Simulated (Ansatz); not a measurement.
CH₃GaI₂, SMILES [CH3][Ga]([I])[I]. Atoms are numbered in the order given.

```xyz
7

Ga     0.7216    -0.2179     0.4479
I     -1.2763    -1.7026     0.3629
I      0.5416     1.9191    -0.8197
C      2.3410    -0.6994     1.4252
H      2.7499     0.1867     1.9313
H      3.0894    -1.0651     0.7052
H      2.1291    -1.4911     2.1566
```

Coordinates come from a PBE0-D3(BJ)/def2-SVP optimisation. The def2 effective core potentials stand for the cores of I; spin–orbit coupling is left out.

Two levels are set side by side: PBE-D3(BJ)/def2-SVP (Ansatz, a quantum-chemistry and plane-wave program) and PBE0-D3(BJ)/def2-SVP (Ansatz). Each level has its own optimised geometry; the coordinates shown are those of the second. Differences are taken from unrounded values.

| quantity | PBE0-D3(BJ) | PBE-D3(BJ) | PBE-D3(BJ) minus PBE0-D3(BJ) |
|---|---|---|---|
| mean bond length (Å) | 1.705 | 1.719 | 0.014 |
| bond Ga1–I2 (Å) | 2.491 | 2.513 | 0.022 |
| bond Ga1–I3 (Å) | 2.491 | 2.513 | 0.022 |
| bond Ga1–C4 (Å) | 1.952 | 1.968 | 0.016 |
| bond C4–H5 (Å) | 1.099 | 1.107 | 0.008 |
| bond C4–H6 (Å) | 1.101 | 1.109 | 0.008 |
| bond C4–H7 (Å) | 1.098 | 1.106 | 0.008 |

GGA bonds tend to be longer and softer than those of functionals with exact exchange. Differences between two approximate levels are no errors against the true value.
